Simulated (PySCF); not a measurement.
C₃H₄FNOSi.
Numbering: `[N:1]#[C:2][SiH2:3][O:4]/[CH:5]=[CH:6]\[F:7]` (hydrogens: H8, H9 on Si3; H10 on C5; H11 on C6)

Computed by this run: PBE0-D3(BJ)/def2-SVP geometry optimisation, gas phase in PySCF 2.14.0; density fitting, grid level 1; the optimiser is geomeTRIC in internal coordinates, started from a GFN2-xTB structure with every atom displaced at random (about 0.01 Å).

Geometry at step 1:
```
atom  x, y, z in Å
N1      0.1201    2.4635    0.2156
C2      0.1143    1.3000    0.1927
Si3     0.1403   -0.5532    0.1431
O4      1.4392   -1.0630   -0.7638
C5      2.7824   -0.8807   -0.6547
C6      3.3911   -0.2490    0.3468
F7      2.6785    0.2746    1.3478
H8     -1.0671   -1.0009   -0.6004
H9      0.1081   -1.1135    1.5127
H10     3.3561   -1.2984   -1.4903
H11     4.4721   -0.1031    0.4094
```

Task: What forces act on the atoms?

Result: 
| atom | Fx (eV/Å) | Fy (eV/Å) | Fz (eV/Å) |
| --- | --- | --- | --- |
| N1 | -0.037 | -0.548 | -0.036 |
| C2 | 0.037 | 0.629 | 0.091 |
| Si3 | -0.216 | -0.194 | -0.102 |
| O4 | 0.519 | -0.013 | -0.074 |
| C5 | -0.462 | -0.095 | -0.163 |
| C6 | 0.066 | -0.036 | -0.179 |
| F7 | 0.025 | 0.023 | 0.167 |
| H8 | 0.112 | 0.078 | -0.025 |
| H9 | 0.109 | 0.090 | 0.102 |
| H10 | -0.067 | 0.043 | 0.153 |
| H11 | -0.087 | 0.023 | 0.066 |

The largest, 0.64 eV/Å, acts on C2; the rms over all components is 0.212 eV/Å. The forces sum to zero within rounding, as they must for an isolated molecule in no field.

Task: Give the force on C2 in Eh/bohr and in nN.

Result: 0.636 eV/Å ÷ 51.422 = 0.01237 Eh/bohr, and 0.636 eV/Å × 1.602 = 1.02 nN.

Task: How far is this geometry from the end of the optimisation?

Result: 0.017 eV above it, and 0.049 Å rms away after alignment. The bonds farthest from their final lengths, with half the difference of the two atoms' forces along the bond (positive lengthens):

```tsv
bond	now (Å)	final (Å)	force along bond (eV/Å)
O4–C5	1.360	1.348	-0.49
Si3–H8	1.487	1.480	-0.19
C2–Si3	1.854	1.860	+0.41
Si3–O4	1.664	1.669	+0.25
N1≡C2	1.164	1.159	-0.59
C6–F7	1.336	1.340	+0.15
```

The angle farthest from its final value is H8–Si3–H9, 109.3° against 112.4°.

The cost below is that of the whole optimisation. The run took 32 s of wall time on an Intel Xeon 6975P-C with one thread, shared host with 192 logical CPUs at a one-minute load of 98, and the process peaked at 0.52 GiB of memory.
